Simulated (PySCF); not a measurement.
Compound: C6H10N2Si.
Structure used (PBE0-D3(BJ)/def2-SVP), in Å, numbered top down from 1:
```
atom  x, y, z in Å
N1    -2.4209   -1.7360    0.0610
Si2   -1.4123   -0.7022   -0.8879
N3    -2.3565    0.7137   -1.1844
C4     0.1869   -0.0588   -0.1323
C5     1.4121   -0.6885   -0.3951
C6     2.5959   -0.2390    0.1887
C7     2.5719    0.8571    1.0504
C8     1.3646    1.5009    1.3227
C9     0.1855    1.0448    0.7361
H10   -2.7815   -1.4047    0.9493
H11   -2.2209   -2.7287    0.0962
H12   -1.0076   -1.5641   -2.0489
H13   -3.3041    0.6176   -1.5319
H14   -1.9118    1.5500   -1.5450
H15    1.4429   -1.5455   -1.0760
H16    3.5413   -0.7418   -0.0310
H17    3.4978    1.2134    1.5089
H18    1.3442    2.3630    1.9947
H19   -0.7581    1.5573    0.9474
```

Computed with PySCF at PBE0/pcSseg-1 and PBE0/def2-SVPD, non-relativistic, on one gas-phase PBE0-D3(BJ)/def2-SVP geometry that isn't relaxed in the solvent. The solvent is an IEF-PCM continuum (Bondi radii, 1.10 Å for H, scaled by 1.2). The model holds no explicit solvent molecules, cavitation or dispersion.

Gas phase at PBE0/pcSseg-1: HOMO -7.01 eV, LUMO -0.49 eV, dipole 0.51 D.

Question: What does the continuum do to the energy, the frontier levels and the dipole at PBE0/pcSseg-1 in chloroform and dimethylsulfoxide?

Answer: 
```
          solvent      ε  E(solvent) − E(gas) (kcal/mol)  polarisation term (kcal/mol)  distortion of the solute (kcal/mol)  HOMO (eV)  LUMO (eV)  dipole (D)
       chloroform  4.711                           -4.86                         -5.14                                 0.28      -7.07      -0.56        0.60
dimethylsulfoxide  46.83                           -6.87                         -7.44                                 0.57      -7.11      -0.61        0.63
```

The polarisation term is half the interaction of the solute with the surface charges that it induces; the rest is the cost of distorting the solute's density. The sum is the electrostatic part of solvation alone. From chloroform to dimethylsulfoxide the lowering changes by a factor 1.41, Onsager's factor (ε − 1)/(2ε + 1) by 1.36 and ε itself by 9.9.

Question: Give the dipole vector in the frame of the coordinates (D, pointing from negative to positive charge), gas and dimethylsulfoxide.

Answer: Gas (-0.21, 0.21, 0.41), solvent (-0.12, 0.29, 0.55). Its length changes by +24 % and its direction by 13°.

Question: Which Hirshfeld charges (PBE0/pcSseg-1) respond most in chloroform (means over atoms taken as equivalent)?

Answer: 
```csv
atoms,environment,gas (e),solvent (e),change
H17,aromatic hydrogen,+0.049,+0.054,+0.005
H10/H11/H13/H14,N–H hydrogen,+0.115,+0.120,+0.005
H16/H18,aromatic hydrogen,+0.049,+0.053,+0.004
Si2,SiH silicon,+0.399,+0.394,-0.005
H12,Si–H hydrogen,-0.102,-0.106,-0.004
N1/N3,silicon-bound nitrogen,-0.317,-0.321,-0.004
C5/C9,aromatic CH carbon,-0.049,-0.053,-0.004
C4,substituted aromatic carbon,-0.107,-0.111,-0.004
C6/C8,aromatic CH carbon,-0.052,-0.055,-0.003
C7,aromatic CH carbon,-0.047,-0.051,-0.004
H15/H19,aromatic hydrogen,+0.042,+0.045,+0.003
```

Question: How do the nuclear quadrupole coupling constants eQVzz/h respond in chloroform?

Answer: 
```
  nucleus  Q (barn)  gas (MHz)  solvent (MHz)  η gas  η solvent
14N at N1   0.02044      -4.45          -4.29   0.35       0.34
14N at N3   0.02044      -4.38          -4.23   0.35       0.34
```

Gas phase at PBE0/def2-SVPD: HOMO -7.08 eV, LUMO -0.56 eV, dipole 0.47 D.

Question: What does the continuum do to the energy, the frontier levels and the dipole at PBE0/def2-SVPD in chloroform?

Answer: 
```csv
solvent,ε,E(solvent) − E(gas) (kcal/mol),polarisation term (kcal/mol),distortion of the solute (kcal/mol),HOMO (eV),LUMO (eV),dipole (D)
chloroform,4.711,-4.62,-4.96,0.34,-7.12,-0.60,0.58
```

Question: How does the static polarisability (PBE0/def2-SVPD, frozen core, with the continuum's full static response) change?

Answer: 
```tsv
medium	isotropic (au)	principal values (au)	⟨r²⟩ of the electrons (bohr²)
gas	111.0	79.3, 112.9, 140.8	1613.7
chloroform	140.6	99.0, 148.4, 174.3	1612.4
```

The isotropic value in chloroform is 1.27 times the gas-phase one; no cavity-field correction is applied. ⟨r²⟩ is taken about the centre of nuclear charge.
